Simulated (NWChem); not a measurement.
Species: CdSi2H6; SMILES [SiH3][Cd][SiH3]

```xyz
9

Cd    -0.6928     0.0001     0.0000
Si    -0.6935     0.0001     2.5363
H     -1.3418     1.2308     3.0973
H     -1.4358    -1.1762     3.0975
H      0.6957    -0.0541     3.0988
Si    -0.6935     0.0001    -2.5363
H     -1.4358    -1.1762    -3.0975
H     -1.3418     1.2308    -3.0973
H      0.6957    -0.0541    -3.0988
```
Atoms are numbered in this order, from 1.

Program: NWChem. All runs use the structure optimised with PBE0/def2-SVP. def2 effective core potentials on Cd; no spin-orbit coupling. B3LYP is NWChem's, with the RPA form of VWN correlation. Ions are spin-unrestricted doublets at the neutral geometry; other ion states weren't tried.

```
level                  vertical ionisation energy, ΔSCF (eV)  −ε(HOMO) (eV)  ΔSCF minus −ε(HOMO) (eV)
---------------------  -------------------------------------  -------------  ------------------------
B3LYP/def2-SVP                                          8.48           6.49                      1.99
PBE/def2-SVP                                               …              …                         …
Hartree-Fock/def2-SVP                                   7.90           8.77                     -0.87
r2SCAN/def2-SVP                                         8.46           6.01                      2.45
PBE0/def2-SVP                                           8.52           6.73                      1.79
```

### Question
Fill in the missing entries.

### Answer

- PBE/def2-SVP, vertical ionisation energy, ΔSCF (eV): 8.36
- PBE/def2-SVP, −ε(HOMO) (eV): 5.78
- PBE/def2-SVP, ΔSCF minus −ε(HOMO) (eV): 2.58
